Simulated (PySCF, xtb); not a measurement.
C₂H₈AlNO, SMILES C[NH][Al]([CH3])[OH]. The values are those of a single conformer.

Harmonic wavenumbers (cm⁻¹) from GFN2-xTB in xtb at its own minimum, in rising order: 41, 91, 97, 147, 172, 231, 270, 358, 438, 493, 537, 600, 606, 710, 909, 1019, 1107, 1121, 1284, 1325, 1414, 1455, 1464, 1489, 1502, 2892, 2920, 2966, 2976, 2990, 3004, 3377, 3777.

Question: What does B3LYP-D3(BJ)/def2-SVP run with PySCF give at its own minimum? (An estimate is asked for; the answer gives what the named calculation found.)

Answer: 49, 105, 121, 156, 186, 232, 310, 323, 514, 535, 577, 660, 675, 758, 886, 1075, 1138, 1153, 1221, 1387, 1430, 1433, 1452, 1464, 1496, 2970, 3016, 3022, 3078, 3104, 3114, 3563, 3937. Paired by order, the mean absolute difference is 52 cm⁻¹ and the zero-point energies are 62.6 and 64.5 kcal/mol.
